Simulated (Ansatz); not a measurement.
**Isomers**

Structures of Si2H3ClF (charge +1), closed shell, relaxed at PBE0-D4/def2-TZVP (vibrations not checked; lower isomers may exist, and structures with a doubtful reference or unclear bonds are left out). Program: Ansatz 0.2.0. Basis: def2-TZVPP. Cores are frozen in the correlated methods. B3LYP uses VWN-RPA correlation.

Task: Rank them by CCSD(T) energy, lowest first, and give each one's height above the lowest. Links in brackets join atoms within 1.22 times the sum of their covalent radii (1.1 for two metals). (Judge from chemistry; the value comes from the calculation.)
A.
Si₂H₃ClF ([F][Si]([SiH3])[Cl]), total charge +1
```
7
angstrom
F -2.0954 -1.0288 -0.5171
Si -0.6241 -1.0317 -0.0204
Si 0.5742 1.0202 0.0072
Cl 0.0056 -2.8097 0.5153
H 0.5332 1.3873 -1.4241
H -0.2834 1.8350 0.8933
H 1.8899 0.6278 0.5459
```
B.
Si₂H₃ClF ([F][SiH]1[SiH2][Cl]1), total charge +1
```
7
angstrom
F -2.0223 -1.1072 0.1772
Si -1.1193 0.1610 0.0714
Si 1.1109 -0.0726 0.4032
Cl 0.2469 -0.0864 -1.6622
H -1.8655 1.4103 -0.1248
H 1.9827 1.1102 0.4961
H 1.6667 -1.4152 0.6391
```
C.
Si₂H₃ClF ([F][SiH]([SiH])[ClH]), total charge +1
```
7
angstrom
F -1.8096 -0.7804 0.9564
Si -0.8642 0.0303 -0.0088
Si -0.0988 -1.0933 -2.0144
Cl 0.8283 0.1551 1.6762
H -1.2265 1.4689 0.0145
H 1.7709 0.7329 1.0051
H 1.2619 -0.4980 -1.6607
```

Result: Computed: A (0.0 kJ/mol), B (16.6 kJ/mol), C (229.3 kJ/mol). Heights count from the lowest.

Task: Do PBE-D4, r2SCAN-D4, PBE0-D4, B3LYP-D4, wB97M-V, HF, MP2 give the same order? (A judgement: the text doesn't fix the answer.)

Result: By the calculation: All do.

T1 diagnostic: at most 0.015. The restricted Hartree–Fock reference is unstable towards an unrestricted one at one or more of these structures.

For scale, one of the runs: CCSD(T)/def2-TZVPP, 199 basis functions, launched by `ansatz run in.yaml --threads 2 --pin off --events-out ev --progress --plain --max-ram 4352MiB`. The run took 72 s on 2 CPU threads of an Arm Neoverse V1 (shared host), with 2.1 GiB of host memory at its peak.
